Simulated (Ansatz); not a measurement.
Geometry optimisation, Ansatz, RKS PBE/def2-SVP.

Input:

```yaml
crystal:
  periodic: [false, false, false]
  atoms:
    - { symbol: W, position_ang: [-0.801208, 0.062719, -0.379347] }
    - { symbol: H, position_ang: [1.549891, 0.081062, 1.343734] }
    - { symbol: Cl, position_ang: [2.659572, 0.192458, 0.5911] }
    - { symbol: Cl, position_ang: [-0.635611, 2.188501, 0.43647] }
    - { symbol: Cl, position_ang: [-3.062748, -0.073697, -0.210604] }
    - { symbol: Cl, position_ang: [-0.387427, -2.124231, 0.134496] }
    - { symbol: O, position_ang: [0.413999, 0.227131, -1.785548] }
    - { symbol: H, position_ang: [1.342631, 0.238456, -1.406101] }
basis:
  gaussian: { orbitals: def2-SVP }
hamiltonian:
  xc: pbe
relax:
  f_tol: 0.03
  max_steps: 50
```

Command:

```bash
$ ansatz run input.yaml --threads 4 --pin off --max-ram 5120MiB --backend cpu --events-out ev --progress --plain --runs-dir out
```

Problem. Where does it end, and by what steps?

Solution. The run converged. After 19 steps the energy has fallen by 1.383 eV; H2 moved furthest, 1.12 Å. Parted: H2–Cl3 (1.35 → 2.28 Å). Joined: W1–H2 (2.91 → 1.68 Å), W1–Cl3 (3.60 → 2.47 Å).

| step | energy less start (eV) | largest force component (eV/Å) | accepted |
| --- | --- | --- | --- |
| 0 | 0.0000 | 0.519 | yes |
| 1 | 0.0062 | 1.171 | no |
| 2 | -0.0202 | 0.554 | yes |
| 3 | -0.0265 | 0.395 | yes |
| 4 | -0.0176 | 0.202 | no |
| 5 | -0.0338 | 0.120 | yes |
| 6 | -0.0377 | 0.090 | yes |
| 7 | -0.0427 | 0.130 | yes |
| 8 | -0.0566 | 0.284 | yes |
| 9 | -0.0919 | 0.777 | yes |
| 10 | -0.1196 | 1.331 | yes |
| 11 | -0.3037 | 1.130 | yes |
| 12 | -0.6641 | 1.269 | yes |
| 13 | -1.0431 | 1.787 | yes |
| 14 | -1.3019 | 0.931 | yes |
| 15 | -1.2342 | 1.906 | no |
| 16 | -1.3395 | 0.857 | yes |
| 17 | -1.3681 | 0.168 | yes |
| 18 | -1.3808 | 0.112 | yes |
| 19 | -1.3831 | 0.024 | yes |

```xyz
8
Properties=species:S:1:pos:R:3
W -0.211 0.070 -0.032
H 0.443 0.001 1.519
Cl 2.252 0.197 0.145
Cl -0.489 2.224 0.718
Cl -2.495 -0.032 -0.394
Cl -0.239 -2.182 0.417
O 0.412 0.226 -1.790
H 1.405 0.288 -1.859
```

Whether the end is a true minimum wasn't checked by a vibrational analysis.

Run time: 43 s on 4 threads of Arm Neoverse V2, with other jobs on the host, peak memory 0.21 GiB.
